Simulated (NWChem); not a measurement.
All runs are NWChem calculations. System: CH7InO2, charge 0, spin multiplicity 1, at a geometry optimised with PBE0/def2-SVP with def2 effective core potentials on In. The structure started from a generated list of species. Level: RHF/def2-TZVP with def2 effective core potentials on In.

Input file:

```
start mol
memory heap 200 mb stack 800 mb global 1000 mb
geometry units angstroms nocenter noautoz noautosym
  In    -0.698221    -0.035526    -0.236405
  H     -1.509231    -0.919196     1.003177
  H     -0.848336    -0.129050    -1.957128
  O      0.108344     1.690380     0.485051
  H      0.334400     2.301967    -0.224080
  C      2.385571    -0.380676     0.889306
  O      1.453563    -1.022728     0.026783
  H      2.401182    -0.850800     1.885954
  H      2.027906     0.655063     0.985392
  H      3.397376    -0.400439     0.453409
  H      1.600866    -1.973955     0.006597
end
basis spherical
  * library def2-tzvp
end
ecp
  In library def2-ecp
end
scf
  rhf
  nopen 0
  maxiter 100
  thresh 1e-7
  semidirect memsize 60000000 filesize 0
end
task scf energy
```

Output (cleaned and shortened):

```
             Northwest Computational Chemistry Package (NWChem) 7.3.0
             --------------------------------------------------------

                                NWChem Input Module
                                -------------------

 Scaling coordinates for geometry "geometry" by  1.889725989
 (inverse scale =  0.529177249)

                             Geometry "geometry" -> ""
                             -------------------------

 Output coordinates in angstroms (scale by  1.889725989 to convert to a.u.)

  No.       Tag          Charge          X              Y              Z
 ---- ---------------- ---------- -------------- -------------- --------------
    1 In                  49.0000    -0.69822100    -0.03552600    -0.23640500
    2 H                    1.0000    -1.50923100    -0.91919600     1.00317700
    3 H                    1.0000    -0.84833600    -0.12905000    -1.95712800
    4 O                    8.0000     0.10834400     1.69038000     0.48505100
    5 H                    1.0000     0.33440000     2.30196700    -0.22408000
    6 C                    6.0000     2.38557100    -0.38067600     0.88930600
    7 O                    8.0000     1.45356300    -1.02272800     0.02678300
    8 H                    1.0000     2.40118200    -0.85080000     1.88595400
    9 H                    1.0000     2.02790600     0.65506300     0.98539200
   10 H                    1.0000     3.39737600    -0.40043900     0.45340900
   11 H                    1.0000     1.60086600    -1.97395500     0.00659700

 Effective nuclear repulsion energy (a.u.)     386.2816678604

            Nuclear Dipole moment (a.u.)
            ----------------------------
        X                 Y               Z
 ---------------- ---------------- ----------------
     0.0000302356    -0.0000453534    -0.0000302356


 Summary of "ao basis" -> "" (spherical)
 ------------------------------------------------------------------------------
       Tag                 Description            Shells   Functions and Types
 ---------------- ------------------------------  ------  ---------------------
[...]
              MO Center= -9.7D-01, -2.9D-01, -3.8D-01, r^2= 1.1D+01
   Bfn.  Coefficient  Atom+Function         Bfn.  Coefficient  Atom+Function
  ----- ------------  ---------------      ----- ------------  ---------------
    20      0.963081   1 In py               19     -0.649426   1 In px
   104      0.419299   6 C  s                17     -0.302311   1 In py
   135      0.239107   7 O  s               182     -0.217353  11 H  s
   143     -0.158078   7 O  py

 Vector   27  Occ=0.000000D+00  E= 8.208194D-02
              MO Center= -1.4D+00, -4.7D-01, -6.4D-01, r^2= 1.3D+01
   Bfn.  Coefficient  Atom+Function         Bfn.  Coefficient  Atom+Function
  ----- ------------  ---------------      ----- ------------  ---------------
    19      1.237836   1 In px               20      0.909742   1 In py
    53      0.431378   2 H  s               104     -0.405133   6 C  s
    16     -0.271030   1 In px               17     -0.250090   1 In py
   170     -0.239592   9 H  s                21      0.195378   1 In pz
   176      0.186855  10 H  s                96     -0.165014   5 H  s

 Vector   28  Occ=0.000000D+00  E= 1.076880D-01
              MO Center= -6.0D-01,  8.8D-02, -1.9D-01, r^2= 1.6D+01
   Bfn.  Coefficient  Atom+Function         Bfn.  Coefficient  Atom+Function
  ----- ------------  ---------------      ----- ------------  ---------------
    21      1.696803   1 In pz               59      0.735665   3 H  s
    53     -0.596909   2 H  s                18     -0.370865   1 In pz
   164      0.282880   8 H  s                20     -0.247419   1 In py
   104     -0.221635   6 C  s               111      0.209091   6 C  px
   176     -0.195290  10 H  s               113     -0.169788   6 C  pz

 center of mass
 --------------
 x =  -0.21814796 y =   0.00799542 z =  -0.06986544

 moments of inertia (a.u.)
 ------------------
         374.711188956312         113.583689372333        -190.667417361063
         113.583689372333         758.992176941131         -25.881728748396
        -190.667417361063         -25.881728748396         925.470674291143

  Mulliken analysis of the total density
  --------------------------------------

    Atom       Charge   Shell Charges
 -----------   ------   -------------------------------------------------------
    1 In  21    20.20   0.38 -0.81  1.54  0.88  0.65  0.28 -0.41  6.39  0.55  0.50  0.05  8.95  1.06  0.13  0.05  0.00
    2 H    1     1.15   0.21  0.57  0.36  0.01
    3 H    1     1.15   0.21  0.57  0.37  0.01
    4 O    8     8.89   0.79  1.18  0.56  0.95  0.37  1.83  2.05  1.14  0.00  0.01  0.00
    5 H    1     0.68   0.25  0.34  0.04  0.05
    6 C    6     6.11   0.85  1.12  0.48  0.66  0.09  1.20  1.30  0.28  0.03  0.08  0.01
    7 O    8     8.58   0.79  1.18  0.55  0.96  0.29  1.87  2.10  0.81  0.00  0.03  0.00
    8 H    1     0.89   0.27  0.49  0.11  0.02
    9 H    1     0.81   0.26  0.44  0.08  0.02
   10 H    1     0.89   0.27  0.50  0.10  0.02
   11 H    1     0.64   0.25  0.33  0.02  0.05

       Multipole analysis of the density wrt the origin
       ------------------------------------------------

     L   x y z        total         open         nuclear
     -   - - -        -----         ----         -------
     0   0 0 0     -0.000000      0.000000     50.000000

     1   1 0 0      1.103404      0.000000     36.944529
     1   0 1 0     -1.056929      0.000000      1.879718
     1   0 0 1     -0.247775      0.000000     12.508709

     2   2 0 0    -27.985822      0.000000    315.940692
     2   1 1 0     -3.566620      0.000000    -65.436158
     2   1 0 1      1.864514      0.000000     89.549113
     2   0 2 0    -30.479477      0.000000    155.317341
     2   0 1 1     -2.989415      0.000000      7.664719
     2   0 0 2    -36.019682      0.000000     62.233396

 Task  times  cpu:      106.9s     wall:      106.9s

 Total times  cpu:      107.0s     wall:      107.0s
```
